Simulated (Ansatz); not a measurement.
Basis-set extrapolation for C$_{2}$H$_{6}$BClO (PBE0-D4/def2-TZVP geometry, frozen core, Ansatz). Multiplicity 1, RHF reference.

|  | def2-TZVPP | def2-QZVPP |
| --- | --- | --- |
| HF | -638.346508 | -638.367668 |
| MP2 correlation | -0.878151 | -0.945523 |
| CCSD(T) correlation | -0.965017 | not run |

Energies in hartree. Use E(X) = E(∞) + A·exp(−7.88·√X) for Hartree–Fock and E(X) = E(∞) + B·X^(−2.97) for correlation, with X = 3 and 4, and add CCSD(T) minus MP2 of the smaller set to the MP2 limit.

Q: What is the CCSD(T) energy at the basis-set limit?

A: HF limit: -638.367668 + (-0.021160) × 0.13774 = -638.37058. MP2 limit: -0.945523 + (-0.067372) × 0.74074 = -0.99543. Higher-order term: -0.965017 − (-0.878151) = -0.08687. Total: -639.45288 hartree, 88.7 kcal/mol below CCSD(T)/def2-TZVPP.
